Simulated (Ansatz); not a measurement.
`BCOC#N` + `[SiH3]CS` → `B[SiH2]CS` + `COC#N`  (formal exchange of groups at a B–C bond)

Isolated molecules relaxed with PBE0-D4/def2-TZVP in Ansatz; ΔE leaves out vibrations. CBS: MP2 limit from def2 TZ/QZ plus the TZ coupled-cluster correction, frozen cores. Functionals use def2-TZVPP. HSE06 is defined as in plane-wave codes. Each species was taken in one conformer, which may not be the lowest.

`BCOC#N`:

```xyz
9

B    -1.603   -0.237   -0.052
C    -0.156    0.290    0.090
O     0.844   -0.717   -0.227
C     2.059   -0.325   -0.123
N     3.164    0.001   -0.038
H    -2.482    0.533    0.192
H    -1.837   -1.356   -0.388
H    -0.004    1.160   -0.564
H     0.016    0.652    1.113
```

`[SiH3]CS`:

```xyz
9

Si    0.723   -0.210    0.775
C    -0.090   -0.023   -0.908
S    -1.536    1.068   -0.827
H     1.211    1.109    1.247
H     1.863   -1.165    0.705
H    -0.283   -0.735    1.737
H     0.606    0.468   -1.593
H    -0.354   -0.986   -1.350
H    -2.140    0.474    0.215
```

`B[SiH2]CS`:

Cartesian coordinates in Å:
```
B -1.812 1.217 0.457
Si -0.382 0.365 -0.666
C 0.853 -0.650 0.337
S 2.097 -1.383 -0.748
H -1.876 1.093 1.646
H -2.652 1.886 -0.070
H -1.028 -0.517 -1.683
H 0.351 1.433 -1.408
H 1.325 0.007 1.071
H 0.306 -1.429 0.873
H 2.817 -2.021 0.191
```

`COC#N`:

Cartesian coordinates in Å:
```
C 0.544 -0.583 0.278
O -0.327 0.509 0.639
C -0.952 1.049 -0.340
N -1.531 1.558 -1.200
H -0.037 -1.383 -0.181
H 1.315 -0.229 -0.407
H 0.988 -0.920 1.211
```

Is it downhill or uphill in electronic energy at CCSD(T)/CBS, and by how much? (An estimate is asked.)

Ansatz gave: Uphill: ΔE = +0.30 eV.

What do these levels give: BLYP-D4, r2SCAN-D4, B97M-V, r2SCAN0-D4, BLYP, r2SCAN0, HSE06, LC-ωPBE, MP2/def2-SVP, CCSD/def2-SVP, HF/def2-TZVPP, HF/def2-QZVPP? (Best estimate.)

The calculation gave: BLYP-D4 0.33, r2SCAN-D4 0.32, B97M-V 0.30, r2SCAN0-D4 0.32, BLYP 0.33, r2SCAN0 0.33, HSE06 0.29, LC-ωPBE 0.31, MP2/def2-SVP 0.37, CCSD/def2-SVP 0.32, HF/def2-TZVPP 0.33, HF/def2-QZVPP 0.34 eV.

Largest T1 diagnostic among the species: 0.014.

Leaving LDA and LC-ωPBE aside and taking each functional with its dispersion term where it has one, the values, not all of them listed here, spread over 0.09 eV, from revPBE-D4 to ωB97M-V. LDA lies +0.08 eV from PBE without D4.
